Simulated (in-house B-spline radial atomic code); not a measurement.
Zr⁴⁺. Computed with a B-spline radial atomic code. Model: all-electron spherical atom, spin shells full or empty, radial basis limit, no spin-orbit coupling, Breit or QED, empty-state partial waves extrapolated as (l+1/2)^-4, RPA, G0W0 and static COHSEX of the highest shell as one setting changes (uncorrelated shells keep exact exchange).

Given: element Zr; charge 4; filled core Ar; hamiltonian one-electron scalar X2C; mean-field start HSE06; highest l of empty states 9; nuclear rms radius 4.2694 fm; highest mean-field shell 4p.

Shell: 3d 5 5, 4s 1 1, 4p 3 3 (electrons up and down).

| lowest nl shells left uncorrelated | RPA correlation energy (hartree) | G0W0 level (eV) | G0W0 minus most complete (meV) | COHSEX level (eV) | linearised minus solved G0W0 (meV) |
| --- | --- | --- | --- | --- | --- |
| 0 | -2.6819 | -81.118 | 0 | -84.017 | -10.2 |
| 1 | -2.5215 | -81.116 | 1.8 | -84.016 | -10.2 |
| 2 | -2.3373 | -81.115 | 2.8 | -84.018 | -10.2 |
| 3 | ? | ? | ? | ? | ? |
| 4 | ? | ? | ? | ? | ? |
| 5 | -1.1415 | -81.176 | -58 | -84.104 | -10.4 |
| 6 | -0.39235 | -80.849 | 269.3 | -83.529 | -9.5 |
| 7 | -0.27162 | -81.475 | -357.7 | -84.038 | -5.3 |

Q: What follows for lowest nl shells left uncorrelated = 4?

A: RPA correlation energy -1.6429 hartree; G0W0 level -81.109 eV; G0W0 minus most complete 8.6 meV; COHSEX level -83.994 eV; linearised minus solved G0W0 -10.2 meV.

Q: What follows for lowest nl shells left uncorrelated = 3?

A: RPA correlation energy -1.8171 hartree; G0W0 level -81.103 eV; G0W0 minus most complete 15.2 meV; COHSEX level -83.99 eV; linearised minus solved G0W0 -10.1 meV.
